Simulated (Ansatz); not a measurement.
One change: `O[SiH2]CBS` becomes `OC[SiH2]O`.

Ansatz, PBE0-D4/def2-TZVP geometries, multiplicity 1. Each molecule was computed in one conformer, which needn't be the lowest.

```json
{"property": "HOMO–LUMO gap (B3LYP/def2-TZVPP) / eV", "`O[SiH2]CBS`": "6.44"}
{"property": "LUMO energy (B3LYP/def2-TZVPP) / eV", "`O[SiH2]CBS`": "-1.29"}
{"property": "HOMO–LUMO gap (PBE/def2-TZVPP) / eV", "`O[SiH2]CBS`": "4.77"}
{"property": "LUMO energy (ωB97M-V/def2-TZVPP) / eV", "`O[SiH2]CBS`": "0.78"}
{"property": "LUMO energy (PBE0/def2-TZVPP) / eV", "`O[SiH2]CBS`": "-1.11"}
{"property": "size of the dipole moment (B3LYP/def2-TZVPP) / D", "`O[SiH2]CBS`": "1.38"}
```

Problem. What does the change do to each property? (An estimate is asked.)

Solution. The calculation gave: 
```json
{"property": "HOMO–LUMO gap (B3LYP/def2-TZVPP) / eV", "`OC[SiH2]O`": "6.93", "shift": "0.49"}
{"property": "LUMO energy (B3LYP/def2-TZVPP) / eV", "`OC[SiH2]O`": "-0.32", "shift": "0.97"}
{"property": "HOMO–LUMO gap (PBE/def2-TZVPP) / eV", "`OC[SiH2]O`": "5.04", "shift": "0.27"}
{"property": "LUMO energy (ωB97M-V/def2-TZVPP) / eV", "`OC[SiH2]O`": "1.58", "shift": "0.80"}
{"property": "LUMO energy (PBE0/def2-TZVPP) / eV", "`OC[SiH2]O`": "-0.01", "shift": "1.10"}
{"property": "size of the dipole moment (B3LYP/def2-TZVPP) / D", "`OC[SiH2]O`": "2.45", "shift": "1.07"}
```

With PBE0 the HOMO rises by 0.50 eV and the LUMO rises by 1.10 eV, so the gap widens by about 0.60 eV. PBE moves the HOMO by 0.83 eV and ωB97M-V by 0.30 eV. Dipoles are sizes alone; their direction can turn.

B3LYP here is the variant with VWN-RPA as its local correlation; programs differ in this.
